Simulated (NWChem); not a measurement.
System: SiO2 anion, doublet; SMILES of the neutral closed-shell parent O=[Si]=O

Parts of the log:

```
             Northwest Computational Chemistry Package (NWChem) 7.3.0
             --------------------------------------------------------

                             Geometry "geometry" -> ""
                             -------------------------

 Output coordinates in angstroms (scale by  1.889725989 to convert to a.u.)

  No.       Tag          Charge          X              Y              Z
 ---- ---------------- ---------- -------------- -------------- --------------
    1 O                    8.0000     1.47590100     0.00000000    -0.27378000
    2 Si                  14.0000     0.00000000     0.00000000     0.29334700
    3 O                    8.0000    -1.47590100     0.00000000    -0.27378000

 Effective nuclear repulsion energy (a.u.)      86.4432562112

  xc_inp: hfexch multiplicative factor not found.

                                 NWChem DFT Module
                                 -----------------

 Summary of "ao basis" -> "ao basis" (spherical)
 ------------------------------------------------------------------------------
       Tag                 Description            Shells   Functions and Types
 ---------------- ------------------------------  ------  ---------------------
 O                           6-31g*                  6       14   3s2p1d
 Si                          6-31g*                  8       18   4s3p1d

            General Information
            -------------------
          SCF calculation type: DFT
          Wavefunction type:  spin polarized.
          No. of atoms     :     3
          No. of electrons :    31
           Alpha electrons :    16
            Beta electrons :    15
          Charge           :    -1
          Spin multiplicity:     2
          Use of symmetry is: off; symmetry adaption is: off
          Maximum number of iterations: 150
          AO basis - number of functions:    46
                     number of shells:    20
          Convergence on energy requested:  1.00D-06
          Convergence on density requested:  1.00D-05
          Convergence on gradient requested:  5.00D-04

              XC Information
              --------------
                     Hartree-Fock (Exact) Exchange  1.000

      Superposition of Atomic Density Guess
      -------------------------------------

 Sum of atomic energies:        -438.32601199

 Renormalizing density from      30.00 to     31

      Non-variational initial energy
      ------------------------------

 Total energy =    -447.202345
 1-e energy   =    -804.543211
 2-e energy   =     270.897610
 HOMO         =       0.153595
 LUMO         =       0.313763

     ---------------------------------------------
      Total Density - Mulliken Population Analysis
     ---------------------------------------------

    Atom       Charge   Shell Charges
 -----------   ------   -------------------------------------------------------
    1 O    8     9.16   2.00  0.91  2.87  0.98  2.40  0.01
    2 Si  14    12.68   2.00  2.00  5.93  0.63  0.74  0.74  0.49  0.16
    3 O    8     9.16   2.00  0.91  2.87  0.98  2.40  0.01

     --------------------------------------------
      Spin Density - Mulliken Population Analysis
     --------------------------------------------

    Atom       Charge   Shell Charges
 -----------   ------   -------------------------------------------------------
    1 O    8     0.12   0.00  0.01  0.09 -0.01  0.03  0.00
    2 Si  14     0.77   0.00  0.00  0.00  0.05  0.07  0.53  0.09  0.03
    3 O    8     0.12   0.00  0.01  0.09 -0.01  0.03  0.00

[...]

                     NWChem Electrostatic Potential Fit Module
                     -----------------------------------------

 Atom parameters

 Number of atoms is                                    3
 Number of basis functions is                         46

 Grid parameters

 Maximum number of grid points is                  20160
 Number of grid points is                          20159
 Grid range                                     0.300000 nm
 Grid spacing                                   0.020000 nm
 Probe radius                                   0.070000 nm
 Atom radius factor                             1.000000

 Atomic radii

    8    0.136000
   14    0.187000
 FASTESP  F
  using M.O. file = ./job.movecs

    Atom              Coordinates                           Charge

                                                  ESP

    1 O     0.147590    0.000000   -0.027378   -0.728058
    2 Si    0.000000    0.000000    0.029335    0.456449
    3 O    -0.147590    0.000000   -0.027378   -0.728391
                                            ------------
                                               -1.000000

 Dipole moment                                  0.744912

 Quadrupole moment Qxx                        -22.867494
                   Qyy                         11.120741
                   Qzz                         11.746754

 RMS deviation kJ/mol                           0.221370

 RRMS %                                         6.665309
```

Level: UHF/6-31G* (spherical d). In the optimisation the excess spin sits in a1 (C2v, its own frame). Sets without diffuse functions describe the anion's extra electron poorly. All runs use the structure optimised with B3LYP/def2-SVPD, spin-unrestricted. This spin state was assumed; another may lie lower. No stability test was run on the SCF state.

**Question.** Which NWChem input produces such a log?

**Answer.** Several could match; the one computed here: the input that was run:
```
start job
memory heap 200 mb stack 900 mb global 1100 mb
charge -1
geometry units angstroms noautosym nocenter noautoz
  O      1.475901     0.000000    -0.273780
  Si     0.000000     0.000000     0.293347
  O     -1.475901     0.000000    -0.273780
end
basis spherical
  O library 6-31g*
  Si library 6-31g*
end
dft
  odft
  mult 2
  xc hfexch
  iterations 150
  mulliken
end
task dft energy
esp
  recalculate
  probe 0.07
  range 0.3
  factor 1.0
  spacing 0.02
end
task esp
```
